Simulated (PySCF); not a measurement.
## Os²⁺: excitation energy

Os²⁺ [Xe] 4f14 5d6 (5D) → Os²⁺ [Xe] 4f14 5d5 6p1 (7P), as a difference of total energies. Computed with PySCF 2.14 in x2c-TZVPPall (11s7p7d3f1g, 97 functions), with scalar relativity by spin-free X2C-1e. Correlated levels: valence: [Xe] 4f14 frozen. The calculations carry no spin-orbit coupling.

```
           method  excitation energy (cm⁻¹)
              UHF                     54981
    MP2 (valence)                     60851
SCS-MP2 (valence)                     64792
   CCSD (valence)                     61105
CCSD(T) (valence)                     61454
```

A first-order spin-orbit estimate (lowest level to lowest level, LS coupling) adds -0.066 eV.

The basis was made for the ground configuration and has no added diffuse functions, so the excitation energy can come out too high.
